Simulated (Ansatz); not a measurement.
The cluster ZnBr₂. Total charge 0; quintet. Geometry PBE0-D4/def2-TZVP; atoms count from 1.

```csv
atom,x (Å),y (Å),z (Å)
Zn1,0.000,0.000,0.000
Br2,-0.510,2.933,-0.148
Br3,0.510,-2.933,0.148
```

At PBE0-D4/def2-TZVP a singlet of charge 0 lies 9.20 eV below the quintet, each at its own geometry. The structure comes from a short search, and lower isomers may exist.

(1) Estimate the Mulliken populations from the PBE0/def2-TZVP orbitals of Ansatz.

(2) Where does the spin sit?

Answers

(1) 
| atom | charge (e) | spin (α − β) | d electrons |
| --- | --- | --- | --- |
| Zn1 | -0.20 | 1.89 | 10.02 |
| Br2 | 0.10 | 1.06 | – |
| Br3 | 0.10 | 1.06 | – |
Mulliken values and Mayer orders depend strongly on the basis.

(2) Summed by element: Zn 1.89, Br 2.11, of 4 unpaired in all. Largest on single atoms: Zn1 1.89, Br2 1.06, Br3 1.06.
